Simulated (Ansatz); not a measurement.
Computed with Ansatz on PBE0-D4/def2-TZVP structures; ΔE is electronic, products minus reactants. CCSD(T)/CBS adds triple-zeta CCSD(T) − MP2 to the extrapolated MP2 energy (def2 sets, frozen cores). This one scheme is used for every species. Functionals use def2-TZVPP. For Se outer-core shells are correlated without core-valence functions, which leaves a few kJ/mol of doubt a bond. Scalar relativity is left out up to krypton. Each species was taken in one conformer, which may not be the lowest.

Consider the ligand exchange at the Si–Se bond: `CO[SiH](C)[SeH]` + `O[Si](O)(O)O` → `CO[SiH](C)O[Si](O)(O)O` + H₂Se.

| level | ΔE (kcal/mol) |
| --- | --- |
| r2SCAN-D4 | -13.5 |
| PBE | -10.0 |

(1) What does CCSD(T)/CBS give? (Best estimate.)

Largest T1 diagnostic among the species: 0.011.

Answers

(1) Ansatz gave: -13.6 kcal/mol. The listed levels differ from it by 0.1, 3.6 kcal/mol.

In def2-TZVPP, CCSD(T) changes the Hartree–Fock value by +3.6 kcal/mol (the triples alone add +0.7 kcal/mol) and MP2 by +5.2 kcal/mol. From PBE to PBE0 (25 % exact exchange), in def2-TZVPP and without D4, ΔE moves by −1.2 kcal/mol. The D4 term adds −0.8 kcal/mol with B3LYP and −0.7 kcal/mol with PBE0; it sums over pairs of atoms, weighted by their polarisabilities, and B3LYP, whose exchange is more repulsive, gets the larger term.

B3LYP here is the variant with VWN-RPA as its local correlation; programs differ in this.
